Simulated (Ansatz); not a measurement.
```yaml
crystal:
  periodic: [false, false, false]
  atoms:
    - {symbol: C, position_ang: [-0.129076, -1.564608, 0.090631]}
    - {symbol: N, position_ang: [-1.054896, -0.896813, -0.065707]}
    - {symbol: Sn, position_ang: [0.866499, 1.136157, 0.007666]}
    - {symbol: H, position_ang: [0.675597, -2.256356, 0.234715]}
    - {symbol: H, position_ang: [-0.011062, 1.665761, -1.424956]}
    - {symbol: H, position_ang: [-0.304960, 1.851958, 1.111450]}
basis:
  gaussian: {orbitals: def2-SVP}
hamiltonian: {xc: {name: B3LYP}, pseudopotentials: {relativity: none}}
output: {forces: true}
```

```sh
$ ansatz run in.yaml --threads 2 --pin off --events-out ev --progress --plain --max-ram 4352MiB
```

Output, abridged:

```
Functional definition: B3LYP
783 factors; integrals over basis functions are off by at most 1.2e-3 eV
mean field evaluation 1: about -8401.7975 eV, gradient 3.6e1 eV
mean field evaluation 2: about -8394.3476 eV, gradient 6.6e1 eV
mean field evaluation 4: about -8405.0674 eV, gradient 1.9e0 eV
mean field evaluation 8: about -8405.1850 eV, gradient 2.1e-1 eV
mean field evaluation 16: about -8405.1852 eV, gradient 1.2e-5 eV
mean field -8405.18515733 eV, -308.8848572929 hartree, gradient 1.2e-5 eV, S^2 0.000000; 0 other end points of the search recorded, 0 dependent functions left out
reference -8405.18538172 eV, -308.8848655389 hartree; 19, 19 occupied and 50, 50 virtual orbitals, 783 factors
Total energy: -8405.18538172 eV, -308.8848655389 hartree
Atom 0 at    -0.129076    -1.564608     0.090631 Å, force     0.548728    -0.478446     0.098798 eV/Å
Atom 1 at    -1.054896    -0.896813    -0.065707 Å, force    -0.908852     0.590631    -0.148744 eV/Å
Atom 2 at     0.866499     1.136157     0.007666 Å, force     0.297183     0.003416     0.034248 eV/Å
Atom 3 at     0.675597    -2.256356     0.234715 Å, force     0.294715    -0.285974     0.055124 eV/Å
Atom 4 at    -0.011062     1.665761    -1.424956 Å, force    -0.100195     0.075236    -0.155382 eV/Å
Atom 5 at    -0.304960     1.851958     1.111450 Å, force    -0.131579     0.095137     0.115956 eV/Å
Dipole moment:     0.396540    -0.601667     0.090140 e Å
```

Hardware: 2 threads of an Arm Neoverse V1 on a shared host. Wall time 1.2 s, peak host memory 0.12 GiB.
